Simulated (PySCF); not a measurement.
# EPR parameters of C3H7F2Si2

Compound: C₃H₇F₂Si₂ (doublet state).
Z-matrix (Å and degrees, GFN2-xTB geometry), rows numbered from 1:
```
C 
C   1  1.3285
Si  2  1.8846  1  123.95
Si  3  2.2821  2  121.16  1    82.25
C   3  1.9425  2  104.00  1  -161.92
F   5  1.3672  3  110.80  2   -67.03
F   5  1.3657  3  110.00  2   176.70
H   1  1.0787  2  122.73  3  -175.86
H   1  1.0781  2  121.43  3     5.21
H   2  1.0858  1  118.00  3   173.52
H   3  1.4765  2  109.16  1   -51.99
H   4  1.4669  3  118.86  2   -49.73
H   4  1.4632  3  121.29  2    86.30
H   5  1.0971  3  116.38  2    55.15
```

The hyperfine couplings belong to this conformer and change with its torsions.

As a line formula: `C=C[Si@@H]([SiH2])C(F)F` [radical].

Level of theory: UKS B3LYP, pcH-1 on C F H Si, non-relativistic, mean-field spin-orbit, GIAO in PySCF 2.14.0. Geometry: GFN2-xTB, one conformer, isolated molecule. A GFN2-xTB geometry isn't a minimum of the functional, and hyperfine couplings can be far from their values at a DFT geometry, by a factor of two or more for some ions and for spin on atoms past the first row. Stability of the SCF solution: not tested.

| Property | Result |
| --- | --- |
| g1, g2, g3 | 2.00215, 2.00462, 2.00562 |
| g_iso | 2.00413 |
| Form of g | rhombic: the two nearest values differ by 29 % of g3 − g1 |
| ⟨S²⟩ | 0.7528 (exact 0.7500) |
| HOMO–LUMO gap, α and β orbitals | 4.76, 4.76 eV |
| Basis functions | 265 |

Isotropic coupling and dipolar principal values T1 to T3, in MHz; ρ(0) is the spin density at the nucleus:

```json
{"atom": "C1", "isotope": "13C", "a_iso": "1.3", "of which spin–orbit": "0.0", "T1": "-2.4", "T2": "-1.8", "T3": "4.2", "Mulliken spin population": "0.03", "ρ(0) (bohr⁻³)": "0.0012"}
{"atom": "C2", "isotope": "13C", "a_iso": "29.6", "of which spin–orbit": "0.0", "T1": "-4.0", "T2": "-2.1", "T3": "6.1", "Mulliken spin population": "0.01", "ρ(0) (bohr⁻³)": "0.0263"}
{"atom": "Si3", "isotope": "29Si", "a_iso": "-11.0", "of which spin–orbit": "0.0", "T1": "-5.3", "T2": "0.9", "T3": "4.4", "Mulliken spin population": "0.03", "ρ(0) (bohr⁻³)": "0.0124"}
{"atom": "Si4", "isotope": "29Si", "a_iso": "-305.5", "of which spin–orbit": "1.0", "T1": "-179.4", "T2": "89.0", "T3": "90.4", "Mulliken spin population": "0.98", "ρ(0) (bohr⁻³)": "0.3449"}
{"atom": "C5", "isotope": "13C", "a_iso": "-1.1", "of which spin–orbit": "0.0", "T1": "-0.5", "T2": "-0.2", "T3": "0.7", "Mulliken spin population": "-0.01", "ρ(0) (bohr⁻³)": "-0.0009"}
{"atom": "F6", "isotope": "19F", "a_iso": "7.7", "of which spin–orbit": "0.0", "T1": "-2.9", "T2": "-2.3", "T3": "5.3", "Mulliken spin population": "0.00", "ρ(0) (bohr⁻³)": "0.0018"}
{"atom": "F7", "isotope": "19F", "a_iso": "9.5", "of which spin–orbit": "0.0", "T1": "-6.6", "T2": "-5.7", "T3": "12.3", "Mulliken spin population": "0.00", "ρ(0) (bohr⁻³)": "0.0023"}
{"atom": "H8", "isotope": "1H", "a_iso": "1.0", "of which spin–orbit": "0.0", "T1": "-1.5", "T2": "-0.7", "T3": "2.2", "Mulliken spin population": "0.00", "ρ(0) (bohr⁻³)": "0.0002"}
{"atom": "H9", "isotope": "1H", "a_iso": "-0.8", "of which spin–orbit": "0.0", "T1": "-1.2", "T2": "0.2", "T3": "0.9", "Mulliken spin population": "0.00", "ρ(0) (bohr⁻³)": "-0.0002"}
{"atom": "H10", "isotope": "1H", "a_iso": "2.2", "of which spin–orbit": "0.0", "T1": "-1.8", "T2": "-0.4", "T3": "2.3", "Mulliken spin population": "0.00", "ρ(0) (bohr⁻³)": "0.0005"}
{"atom": "H11", "isotope": "1H", "a_iso": "8.1", "of which spin–orbit": "0.0", "T1": "-2.5", "T2": "-1.2", "T3": "3.7", "Mulliken spin population": "0.00", "ρ(0) (bohr⁻³)": "0.0018"}
{"atom": "H12", "isotope": "1H", "a_iso": "-12.6", "of which spin–orbit": "0.0", "T1": "-10.8", "T2": "2.3", "T3": "8.5", "Mulliken spin population": "-0.02", "ρ(0) (bohr⁻³)": "-0.0028"}
{"atom": "H13", "isotope": "1H", "a_iso": "-9.1", "of which spin–orbit": "0.0", "T1": "-10.8", "T2": "2.5", "T3": "8.3", "Mulliken spin population": "-0.02", "ρ(0) (bohr⁻³)": "-0.0021"}
{"atom": "H14", "isotope": "1H", "a_iso": "-0.4", "of which spin–orbit": "0.0", "T1": "-0.9", "T2": "-0.6", "T3": "1.5", "Mulliken spin population": "0.00", "ρ(0) (bohr⁻³)": "-0.0001"}
```

The largest Mulliken spin population is on Si4 (+0.98). The angles at Si4 add up to 346.9°, so it is slightly pyramidal.

Axes: g2 points within 11° of the Si3–Si4 bond.

Under fast tumbling the dipolar parts average out, and these isotropic splittings remain: 2 × 1H (H12/H13, I = 1/2, 3 lines) with 0.39 mT, 1 × 19F (F7, I = 1/2, 2 lines) with 0.34 mT, 1 × 1H (H11, I = 1/2, 2 lines) with 0.29 mT, 1 × 19F (F6, I = 1/2, 2 lines) with 0.27 mT, 1 × 1H (H10, I = 1/2, 2 lines) with 0.08 mT and 1 × 1H (H8, I = 1/2, 2 lines) with 0.04 mT.

Nuclei that the bonding pattern makes equivalent are averaged, as if the motion that swaps them (rotation, inversion, ring flip) were fast.

The 29Si coupling of Si4 (-305.5 MHz) shows only in satellite lines or after enrichment, since that isotope makes up about 4.7 % of natural silicon.

The 13C coupling of C2 (29.6 MHz) shows only in satellite lines or after enrichment, since that isotope makes up about 1.07 % of natural carbon.

Examples of negative spin density at the nucleus (bohr⁻³): H12/H13 (-0.0024).

On an Intel Xeon at 2.60 GHz with one thread, no GPU, shared host, this took 68 s wall (with the writing of density and orbital grids) and 1.0 GiB of memory at its peak.
